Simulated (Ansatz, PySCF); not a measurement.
Noncovalent pair: NH3 (SMILES N) (first 4 atoms) with H2Se (SMILES [SeH2]); geometry from B3LYP-D3(BJ)/def2-TZVP, rigid monomers moved along the line of their centres of mass till N1···H7 is 3.01 Å.
(charge 0, multiplicity 1):
```
atom    x (Å)    y (Å)    z (Å)
----  -------  -------  -------
N     -0.0681  -0.1982   0.0157
H     -0.9794  -0.3057  -0.4151
H      0.3835   0.6005  -0.4148
H      0.4788  -1.0217  -0.2082
Se    -0.4501   0.3075   4.4672
H      0.8777   0.9272   4.5884
H     -0.2996   0.1548   2.9958
```

Quantity: the interaction energy.

Monomers are frozen at their geometry in the pair; levels with a basis set take the counterpoise correction.

Frozen-core correlation. Filled d and f shells under p-block atoms count as core. CBS: X⁻³ extrapolation of the correlation energy, Hartree–Fock from the larger set.

The values were computed with Ansatz (Gaussian basis) for Hartree–Fock, density functionals and correlated methods; PySCF for the dispersion terms. 

Costs are ratios of core time to PBE/def2-TZVPPD (roughly 5 s), for whole runs (searches for the state included, and forces where a run took them) on one shared machine, so rough; each difference counts from -1.91 kcal/mol (CCSD(T)/CBS(aug-cc-pVDZ, aug-cc-pVTZ), a level with limits of its own).

A star marks coupled-cluster runs past 200 virtual orbitals, where the program's memory plan changes under this machine's limit, so their costs aren't comparable with smaller runs.

| level | basis functions | cost |
|---|---|---|
| PBE/def2-TZVPPD | 179 | ×1 |
| PBE-D3(BJ)/def2-TZVPPD | 179 | ×1 |
| B3LYP/def2-TZVPPD | 179 | ×1 |
| B3LYP-D3(BJ)/def2-TZVPPD | 179 | ×1 |
| PBE0/def2-TZVPPD | 179 | ×1 |
| PBE0-D3(BJ)/def2-TZVPPD | 179 | ×1 |
| r2SCAN/def2-TZVPPD | 179 | ×2 |
| r2SCAN-D3(BJ)/def2-TZVPPD | 179 | ×2 |
| CCSD(T)/aug-cc-pVDZ | 104 | ×3 |
| wB97X-V/def2-TZVPPD | 179 | ×3 |
| wB97M-V/def2-TZVPPD | 179 | ×4 |
| CCSD(T)/aug-cc-pVTZ | 220 | ×40* |

Each difference (kcal/mol): PBE/def2-TZVPPD 0.02; PBE-D3(BJ)/def2-TZVPPD -0.30; B3LYP/def2-TZVPPD 0.50; B3LYP-D3(BJ)/def2-TZVPPD 0.04; PBE0/def2-TZVPPD 0.12; PBE0-D3(BJ)/def2-TZVPPD -0.21; r2SCAN/def2-TZVPPD 0.18; r2SCAN-D3(BJ)/def2-TZVPPD 0.01; CCSD(T)/aug-cc-pVDZ 0.12; wB97X-V/def2-TZVPPD -0.04; wB97M-V/def2-TZVPPD 0.05; CCSD(T)/aug-cc-pVTZ 0.05.

Ansatz is a quantum-chemistry and plane-wave program.
